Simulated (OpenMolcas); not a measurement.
## Cr+: effect of the active space

```yaml
Program: OpenMolcas 26.06
Method: CASSCF
Basis: ANO-RCC-VQZP
Scalar_Hamiltonian: DKH2, point nucleus
Spin-orbit_coupling: state interaction with AMFI integrals over the reference wave functions, term energies averaged over their components
```

A. 5 electrons in 6 orbitals (3d 4s); 2S+1 = 6 even, 6 roots; 2S+1 = 4 even, 57 roots kept (CI in the orbitals of an earlier block); 2S+1 = 2 even, 76 roots kept (CI in the orbitals of an earlier block); cost roughly 60 core-seconds
B. 5 electrons in 11 orbitals (3d 4s 4d); 2S+1 = 6 even, 6 roots; 2S+1 = 4 even, 5 roots kept (CI in the orbitals of an earlier block); cost about 110 core-seconds

Energies in cm-1 above 3d5 6S 5/2, the measured ground level; measured values from NIST Handbook of Basic Atomic Spectroscopic Data.

```csv
Level,A,B,Measured
3d4 4s 6D 1/2,-1938,9343,11962
3d4 4s 6D 3/2,-1865,9418,12033
3d4 4s 6D 5/2,-1745,9543,12148
3d4 4s 6D 7/2,-1579,9719,12304
3d4 4s 6D 9/2,-1369,9945,12496
3d5 6S 5/2,0.0,0.0,0.0
```

A puts 3d4 4s 6D 1/2 lowest.

Deviations, from unrounded energies. A percentage is the sum of absolute deviations over the sum of measured energies, with the sign that they share, or ± where signs differ.

| Against measurement | Levels | A | B |
| --- | --- | --- | --- |
| mean absolute deviation (cm-1) | 5 | 14000 | 2600 |
| other configurations (%) | 5 | -113.9 | -21.3 |

B lies closest to measurement on these levels. The largest miss of B in the table is 3d4 4s 6D 1/2, by -2600 cm-1. The ranking rests on the paired levels alone, and a cruder setting can come out closer through cancelling errors.

The spin-orbit steps hold different terms of 3d5 (B lacks 2I, 4D, 4G, 4P), which shifts levels as well.

Between A and B the level of the table that moves most is 3d4 4s 6D 9/2, by 11000 cm-1 (lowest in A, highest in B).

Without dynamic correlation excited terms often stand tens of per cent too high (terms of higher spin than the ground term too low), and those without a measured partner can miss by more than the paired ones. The lowest computed level is not the ground level that NIST lists (6S5/2) (holds for A). A single d shell beside an s shell can misplace configurations of different d count against each other (holds for A). Active for correlation alone: 4d; no level in the range computed is led by a configuration that fills it, so any true level of that kind is missing (holds for B). Computed and measured levels are paired by configuration, term and J; levels that our copy of the source lacks, or whose pairing is in doubt (as where it misses far off the trend of its configuration), stay unpaired and out of the deviations. Only configurations of the active space appear. The table leaves out levels that lie high or whose names do not pair safely across all columns.
